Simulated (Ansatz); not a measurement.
`C[BH][GaH2]` + `[OH][Ga]1[CH2][S]1` → `O[BH][GaH2]` + `[CH3][Ga]1[CH2][S]1` at 700 K and 1 bar (redistribution).

Isolated molecules relaxed with PBE0-D4/def2-TZVP in Ansatz; ΔE leaves out vibrations. CBS: MP2 limit from def2 TZ/QZ plus the TZ coupled-cluster correction, frozen cores. For Ga outer-core shells are correlated without core-valence functions, which leaves a few kJ/mol of doubt a bond. Scalar relativity is left out up to krypton. Each species was taken in one conformer, which may not be the lowest.

```tsv
species	CCSD(T)/CBS energy (Eh)	H − E (kJ/mol)	S (J/(mol·K))
`C[BH][GaH2]`	-1990.35208	226.0	417.5
`[OH][Ga]1[CH2][S]1`	-2436.75913	167.2	407.0
`O[BH][GaH2]`	-2026.31965	162.0	386.4
`[CH3][Ga]1[CH2][S]1`	-2400.82894	234.1	445.3
```

H − E and S are ideal-gas, rigid-rotor, harmonic terms from PBE0-D4/def2-TZVP, for one conformer and one mirror image of each species. 1 Eh = 2625.50 kJ/mol, R = 8.31446 J/(mol·K).

Question: By hand: ΔE, ΔH, ΔS and ΔG.

Answer: ΔE = (-2026.31965) + (-2400.82894) − (-1990.35208) − (-2436.75913) = -0.03738 Eh = -98.1 kJ/mol. Δ(H − E) = 162.0 + 234.1 − 226.0 − 167.2 = 2.9, so ΔH = -95.2 kJ/mol. ΔS = 386.4 + 445.3 − 417.5 − 407.0 = 7.2 J/(mol·K). ΔG = -95.2 − 700 × (7.2)/1000 = -100.2 kJ/mol.

Question: By hand: the equilibrium constant, and the temperature at which ΔG would vanish if ΔH and ΔS stayed fixed.

Answer: log₁₀ K = −ΔG/(RT ln 10) = 7.5. ΔH and −TΔS have one sign here, so there is no such temperature.

The number of gas molecules stays the same, so ΔS is small and ΔH decides. A doubt of 5 kJ/mol in ΔE shifts log₁₀ K by 0.4 here. Other conformers and mirror images would add mixing entropy, several J/(mol·K) or more a flexible species. Modes under 60 cm⁻¹, often nearly free rotors, make the harmonic entropy too high. These are equilibria of isolated gas molecules and say nothing of rates. Largest T1 diagnostic: 0.015 (customary marks: 0.02 for closed shells, 0.045 for open ones).

ΔS is within the doubt of such terms, so its sign, and with it that verdict, could turn.
